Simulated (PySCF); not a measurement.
C₈H₁₀NP.
Bonds: C1–C2, C2–N3 (aromatic), N3–C4 (aromatic), C4–C5 (aromatic), C5–C6 (aromatic), C6–C7, C7–C8, C8–C9, C6–P10 (aromatic), C2–P10 (aromatic), C7–C9. Hydrogens: H11, H12, H13 on C1; H14 on C4; H15 on C5; H16 on C7; H17, H18 on C8; H19, H20 on C9.

Probes without a nucleus sit at each ring's centroid and 1 Å off its mean plane on both sides; NICS is minus the shielding there, NICSzz its component along the normal. Level: GIAO PBE0/pcSseg-1 (PySCF, non-relativistic, gas phase) on the GFN2-xTB geometry, one conformer.

Ring bond lengths (Å), with Mayer bond orders in brackets: C2–N3 1.312 (1.46), N3–C4 1.320 (1.49), C4–C5 1.385 (1.41), C5–C6 1.387 (1.40), C6–P10 1.754 (1.25), P10–C2 1.759 (1.26); C7–C8 1.508 (0.92), C8–C9 1.488 (0.97), C9–C7 1.507 (0.92).

Question: What do the NICS probes read (ppm)?

Answer: 
```
              ring                                                     type  NICS(0)  NICS(1), two faces  NICS(1)zz, two faces  rms pucker (Å)  centre to ring atoms, mean (Å)
C2–N3–C4–C5–C6–P10  6-membered ring with N and P; formal bonds all aromatic     -6.0         -9.8 / -9.9         -22.9 / -23.2            0.00                            1.48
          C7–C8–C9           3-membered carbocycle; formal bonds all single    -42.3         -7.8 / -7.1         -23.9 / -25.4            0.00                            0.87
```

Question: What can be read from them?

Answer: 
- C2–N3–C4–C5–C6–P10: mean NICS(1)zz -23.0 ppm, shielded.
- C7–C8–C9: mean NICS(1)zz -24.7 ppm, shielded. C7, C8, C9 have four or more neighbours; no verdict on aromaticity is drawn. NICS(0) lies 35 ppm below the mean NICS(1).

Question: And the bond-length index? HOMA = 1 − mean of α(R − Ropt)² over the ring bonds, with Krygowski's 1993 parameters (CC: Ropt 1.388 Å, α 257.7 Å⁻²; CN: Ropt 1.334 Å, α 93.52 Å⁻²; CP: Ropt 1.698 Å, α 118.91 Å⁻²).

Answer: 
- C2–N3–C4–C5–C6–P10: HOMA 0.85; the largest term is that of P10–C2, α(R − Ropt)² = 0.45.

Question: At the second NICS(1) probe listed for ring C2–N3–C4–C5–C6–P10, 1 Å off the ring, what do the in-plane components average?

Answer: The isotropic value is a third of the trace: (3 × -9.9 − (-23.2))/2 = -3.3 ppm.

Question: List the ring angles and the Hirshfeld charges of the ring atoms.

Answer: 
- C2–N3–C4–C5–C6–P10: C2 127.3° (+0.023 e), N3 122.3° (-0.158 e), C4 125.8° (+0.021 e), C5 123.2° (-0.062 e), C6 122.2° (-0.029 e), P10 99.2° (+0.077 e); sum 720.0° against 720° for a flat convex ring.
- C7–C8–C9: C7 59.1° (-0.044 e), C8 60.4° (-0.085 e), C9 60.5° (-0.085 e); sum 180.0° against 180° for a flat convex ring.

Question: What are the shieldings of the ring atoms and their hydrogens in the same run (means over atoms taken as equivalent)?

Answer: 
```json
{"atoms": "C2", "environment": "substituted aromatic carbon", "σ isotropic (ppm)": "-17.7", "principal values of the symmetric part, first atom (ppm)": "-189.5, -10.9, 147.3"}
{"atoms": "N3", "environment": "pyridine-type nitrogen", "σ isotropic (ppm)": "-94.4", "principal values of the symmetric part, first atom (ppm)": "-411.2, -159.9, 288.0"}
{"atoms": "C4", "environment": "aromatic CH next to a ring nitrogen", "σ isotropic (ppm)": "35.9", "principal values of the symmetric part, first atom (ppm)": "-53.1, 21.1, 139.7"}
{"atoms": "C5", "environment": "aromatic CH carbon", "σ isotropic (ppm)": "61.8", "principal values of the symmetric part, first atom (ppm)": "-46.5, 66.9, 165.0"}
{"atoms": "C6", "environment": "substituted aromatic carbon", "σ isotropic (ppm)": "-18.1", "principal values of the symmetric part, first atom (ppm)": "-173.5, -52.1, 171.4"}
{"atoms": "C7", "environment": "benzylic-type carbon", "σ isotropic (ppm)": "160.7", "principal values of the symmetric part, first atom (ppm)": "122.8, 140.9, 218.4"}
{"atoms": "C8 (×2)", "environment": "three-membered-ring carbon", "σ isotropic (ppm)": "163.3", "principal values of the symmetric part, first atom (ppm)": "115.2, 171.9, 200.1"}
{"atoms": "P10", "environment": "phosphorus bonded to 2 C", "σ isotropic (ppm)": "131.3", "principal values of the symmetric part, first atom (ppm)": "-76.6, -60.6, 531.1"}
{"atoms": "H14", "environment": "aromatic hydrogen", "σ isotropic (ppm)": "22.91", "principal values of the symmetric part, first atom (ppm)": "18.3, 23.3, 27.2"}
{"atoms": "H15", "environment": "aromatic hydrogen", "σ isotropic (ppm)": "24.38", "principal values of the symmetric part, first atom (ppm)": "21.3, 22.7, 29.2"}
{"atoms": "H16", "environment": "methine hydrogen", "σ isotropic (ppm)": "29.76", "principal values of the symmetric part, first atom (ppm)": "22.2, 28.5, 38.6"}
{"atoms": "H17 (×2)", "environment": "methylene hydrogen", "σ isotropic (ppm)": "30.62", "principal values of the symmetric part, first atom (ppm)": "24.6, 29.9, 37.7"}
{"atoms": "H18 (×2)", "environment": "methylene hydrogen", "σ isotropic (ppm)": "30.26", "principal values of the symmetric part, first atom (ppm)": "24.3, 26.2, 40.3"}
```

Shape of the structure used: `[CH3:1][c:2]1[n:3][cH:4][cH:5][c:6]([CH:7]2[CH2:8][CH2:9]2)[p:10]1`: C5–C6–C7–C8 -144°.
